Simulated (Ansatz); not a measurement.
Program: Ansatz. Geometries: PBE0-D4/def2-TZVP. ΔE: electronic, gas phase. CCSD(T)/CBS adds triple-zeta CCSD(T) − MP2 to the extrapolated MP2 energy (def2 sets, frozen cores). This one scheme is used for every species. DFT in def2-TZVPP. B3LYP here is the variant with VWN-RPA as its local correlation; programs differ in this. Each species was taken in one conformer, which may not be the lowest.

`O[SiH2][SiH](O)S` + SiH₄ → `O[SiH](S)[SiH2][SiH3]` + H₂O  (formal exchange of groups at the Si–O bond)

```json
{"level": "PBE-D4", "ΔE (kJ/mol)": "56.1", "difference from CCSD(T)/CBS": "-15.6"}
{"level": "ωB97M-V", "ΔE (kJ/mol)": "80.3", "difference from CCSD(T)/CBS": "8.6"}
{"level": "B2PLYP", "ΔE (kJ/mol)": "84.8", "difference from CCSD(T)/CBS": "13.1"}
{"level": "r2SCAN", "ΔE (kJ/mol)": "74.0", "difference from CCSD(T)/CBS": "2.3"}
{"level": "PBE0", "ΔE (kJ/mol)": "63.7", "difference from CCSD(T)/CBS": "-8.0"}
{"level": "B3LYP", "ΔE (kJ/mol)": "84.8", "difference from CCSD(T)/CBS": "13.1"}
{"level": "CCSD/def2-TZVPP", "ΔE (kJ/mol)": "78.7", "difference from CCSD(T)/CBS": "7.0"}
{"level": "HF/def2-QZVPP", "ΔE (kJ/mol)": "104.2", "difference from CCSD(T)/CBS": "32.5"}
{"level": "MP2/def2-QZVPP", "ΔE (kJ/mol)": "78.7", "difference from CCSD(T)/CBS": "7.0"}
{"level": "CCSD/CBS(def2)", "ΔE (kJ/mol)": "75.3", "difference from CCSD(T)/CBS": "3.6"}
{"level": "CCSD(T)/CBS", "ΔE (kJ/mol)": "71.7", "difference from CCSD(T)/CBS": "0"}
```

Largest T1 diagnostic among the species: 0.013.

In def2-TZVPP, CCSD(T) changes the Hartree–Fock value by −28.2 kJ/mol (the triples alone add −3.6 kJ/mol) and MP2 by −23.0 kJ/mol. The D4 term adds −7.0 kJ/mol with B3LYP and −4.1 kJ/mol with PBE0; it sums over pairs of atoms, weighted by their polarisabilities, and B3LYP, whose exchange is more repulsive, gets the larger term.
